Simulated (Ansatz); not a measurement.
The pair A = HF (SMILES F) (first 2 atoms), B = N2 (SMILES N#N); geometry from B3LYP-D3(BJ)/def2-TZVP.
(charge 0, multiplicity 1):
```xyz
4

F     -0.39062    -0.20738    -0.65064
H     -0.28309    -0.17249     0.27057
N      0.07938    -0.05725     3.36882
N     -0.04727    -0.09718     2.28723
```

Frozen-core correlation. MP2 and its Hartree–Fock in aug-cc-pVQZ are density fitted.

Run with Ansatz (Gaussian basis) for Hartree–Fock, density functionals and correlated methods. 

The counterpoise-corrected interaction energy is E(AB) − E(A in the pair's basis) − E(B in the pair's basis). Total energies (hartree):

```
level                          AB  A in the pair's basis  B in the pair's basis
-------------------  ------------  ---------------------  ---------------------
HF/aug-cc-pVTZ       -209.0481390           -100.0605164           -108.9861926
MP2/aug-cc-pVTZ      -209.7087124           -100.3411911           -109.3638449
HF/aug-cc-pVQZ       -209.0623286           -100.0679335           -108.9929330
MP2/aug-cc-pVQZ      -209.7663608           -100.3697665           -109.3927754
CCSD(T)/aug-cc-pVTZ  -209.7342057           -100.3498866           -109.3807730
```

Work out the counterpoise-corrected interaction energy at the basis-set limit: extrapolate the MP2 correlation part as X⁻³, take Hartree–Fock from the larger set, and add the CCSD(T) − MP2 difference of aug-cc-pVTZ.


1. Differences (1 hartree = 627.509 kcal/mol): HF/aug-cc-pVTZ -0.897; MP2/aug-cc-pVTZ -2.307; HF/aug-cc-pVQZ -0.917; MP2/aug-cc-pVQZ -2.396; CCSD(T)/aug-cc-pVTZ -2.225.
2. Correlation parts, MP2 less HF: -1.410 in aug-cc-pVTZ (X = 3), -1.479 in aug-cc-pVQZ (X = 4).
3. Limit (4³·(-1.479) − 3³·(-1.410))/(4³ − 3³) = -1.530; with HF/aug-cc-pVQZ it gives -2.447.
4. CCSD(T) less MP2 in aug-cc-pVTZ: 0.082.
Result: -2.37 kcal/mol, against -2.31 at MP2/aug-cc-pVTZ. It is an estimate of this method's limit, not of the exact value.

Ansatz is an electronic-structure program.
